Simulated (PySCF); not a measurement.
## Bond energies at MP2/def2-SVP beside a composite method

PySCF, lowest determinants of a PBE0 search. The composite is CCSD(T) extrapolated to the basis-set limit from two correlation-consistent sets, with core-valence (CV) and scalar-relativistic (SR) terms as its label shows; it has no spin–orbit coupling and nothing beyond (T).

| species | state (unpaired electrons) | De MP2 (eV) | De composite (eV) | composite | dissociates to |
| --- | --- | --- | --- | --- | --- |
| Ca2 | singlet (closed shell) | 0.12 | 0.11 | CCSD(T)/CBS(DT) | Ca + Ca |
| CsH | singlet (closed shell) | 1.16 | 1.85 | CCSD(T)/CBS(TQ) | Cs + H |
| CsF | singlet (closed shell) | 4.48 | 5.28 | CCSD(T)/CBS(DT)+CV | Cs + F |
| CsNa | singlet (closed shell) | 0.34 | 0.60 | CCSD(T)/CBS(DT) | Cs + Na |
| PS | doublet (π ↑) | 3.61 | 4.49 | CCSD(T)/CBS(TQ)+SR | P + S |
| InF | singlet (closed shell) | 5.32 | 5.64 | CCSD(T)/CBS(DT)+CV | In + F |
| GeF | doublet (π ↑) | 5.00 | 5.29 | CCSD(T)/CBS(DT) | Ge + F |
| TlF | singlet (closed shell) | 4.84 | 5.24 | CCSD(T)/CBS(DT)+CV | Tl + F |

Task: Does MP2 bind more or less than the composite, by how much on average, and where is the difference largest?

Result: MP2/def2-SVP binds less on average, method and basis taken together: the mean signed difference is -0.45 eV and the mean absolute one 0.46 eV; it is largest for PS (-0.88 eV).

The molecules are drawn from runs that passed checks on state, spin purity and fit, so the hardest cases are missing and the errors look smaller than over all diatomics.

Correlated steps freeze the inner cores (0 to 24 orbitals); shallow outer-core shells are correlated. UHF and ROHF references stand side by side, which adds small steps between rows. Weak bonds: Ca2, CsNa. Basis-set superposition, not corrected here, can be much of De in a small basis, most of all at correlated wavefunction levels. These are scalar-relativistic numbers at best; spin–orbit coupling would shift them, the dissociation energy most. Where the molecule has an RHF reference, its open-shell atoms are computed with UHF. States were picked by a PBE0 search and need not be the measured ground states.
